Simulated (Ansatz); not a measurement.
Gas-phase electronic energies from Ansatz, PBE0-D4/def2-TZVP geometries. CCSD(T)/CBS adds triple-zeta CCSD(T) − MP2 to the extrapolated MP2 energy (def2 sets, frozen cores). This one scheme is used for every species, atoms too. DFT in def2-TZVPP. HSE06 is defined as in plane-wave codes. Open shells (•) are unrestricted, without spin–orbit coupling. Spin–orbit coupling would lower the free atoms: a little for B, Cl, Si. Each species was taken in one conformer, which may not be the lowest.

Consider the atomization: `[SiH3]B[SiH2]Cl` → B• + Cl• + 6 H• + 2 Si•.

Q: What is ΔE at CCSD(T)/CBS? (Estimate.)

A: The calculation gave: +2977.9 kJ/mol.

Q: What do these levels give: HSE06-D4, BLYP, r2SCANh, BHLYP, CAM-B3LYP, MP2/def2-TZVPP? (Best estimate.)

A: The calculation gave: HSE06-D4 2965.1, BLYP 2892.8, r2SCANh 2982.4, BHLYP 2927.2, CAM-B3LYP 2967.9, MP2/def2-TZVPP 2899.0 kJ/mol.

Largest T1 diagnostic among the species: 0.014.

From BLYP to BHLYP (50 % exact exchange), in def2-TZVPP and without D4, ΔE moves by +34.3 kJ/mol. Leaving LDA and LC-ωPBE aside and taking each functional with its dispersion term where it has one, the values, not all of them listed here, spread over 96.8 kJ/mol, from revPBE-D4 to B97M-V. LDA lies +349.4 kJ/mol from PBE without D4, its usual overbinding. The D4 term adds +35.9 kJ/mol with B3LYP and +18.9 kJ/mol with PBE0; it sums over pairs of atoms, weighted by their polarisabilities, and B3LYP, whose exchange is more repulsive, gets the larger term.

B3LYP here is the variant with VWN-RPA as its local correlation; programs differ in this.

For atomizations the MP2-based limit and the directly extrapolated one differ by several kJ/mol either way, and by 10 to 25 for some Ge, Se and Sn compounds, so smaller differences from it don't rank the levels.
